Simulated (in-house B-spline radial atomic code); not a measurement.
A fraction x of an electron is moved 4p → 4d in the technetium ion Tc⁵⁺, starting from [Kr] 4d2 and keeping the highest spin. Level of theory: scalar-relativistic (X2C) PBEsol, spin-polarised, spherical fractional occupations, Fermi nucleus of rms radius 4.41117 fm; calculated with a radial B-spline atomic code at the basis-set limit.

```
    x  E(x) - E(0) (eV)  4p down level (eV)  4d up level (eV)
    0            0.0000            -105.689           -65.072
0.125            5.0635            -105.718           -65.320
 0.25           10.0994            -105.742           -65.565
0.375           15.1074            -105.759           -65.808
  0.5                 ?                   ?                 ?
0.625           25.0385            -105.777           -66.282
 0.75           29.9608            -105.777           -66.515
0.875                 ?                   ?                 ?
    1           39.7169            -105.757           -66.972
```

What belongs in the row x = 0.5?

An energy change of 20.0873 eV; 4p down at -105.771 eV, 4d up at -66.046 eV.

What belongs in the row x = 0.875?

An energy change of 34.8538 eV; 4p down at -105.770 eV, 4d up at -66.745 eV.

Check Janak's theorem between x = 0.125 and 0.25.

The slope of the energy is 40.29 eV; the orbital levels give 40.29 eV (ε of the receiving orbital less ε of the emptying one, averaged over the two points).
